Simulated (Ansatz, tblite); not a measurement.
Cost and result up the ladder for `c1cc2sc1-c1ccc(s1)-c1ccc(s1)-c1ccc(s1)-c1ccc(s1)-c1ccc(s1)-c1ccc(s1)-c1ccc(s1)-c1ccc(s1)-c1ccc(s1)-c1ccc(s1)-c1ccc-2s1` (84 atoms). The state is a singlet with charge 0. Geometry: PBE-D4/def2-SVP.

Ansatz on 11 threads of AMD EPYC 7R13 on a shared host and a whole NVIDIA H100 80GB HBM3; xTB runs through tblite on one thread. Times are rough, summed over both states, and most runs start from the orbitals of an earlier one. No level here is sound enough to serve as a yardstick. The other state is a doublet.

The xTB rows come from tblite. Single mean-field runs in def2-TZVP are fitted with def2-universal-jkfit.

Raw xTB energies of ions are shifted by several eV.

```
                            level  functions  vertical IE (eV)                                  remarks
  PBE0-D4/def2-TZVP (with forces)       2076              5.47  restricted SCF unstable in HF (singlet)
                         GFN2-xTB        324             10.34                                        –
                 PBE-D4/def2-TZVP       2076              5.17  restricted SCF unstable in HF (singlet)
revPBE-D4/def2-TZVP (with forces)       2076              5.18  restricted SCF unstable in HF (singlet)
                         GFN1-xTB        348             11.02                                        –
```

Task: Estimate how long each takes.

Result: GFN1-xTB 2 s; GFN2-xTB 2.1 s; PBE-D4/def2-TZVP 51 s; revPBE-D4/def2-TZVP (with forces) 61 s; PBE0-D4/def2-TZVP (with forces) 1.7 min. On shared hardware such times vary by a factor of up to 3.
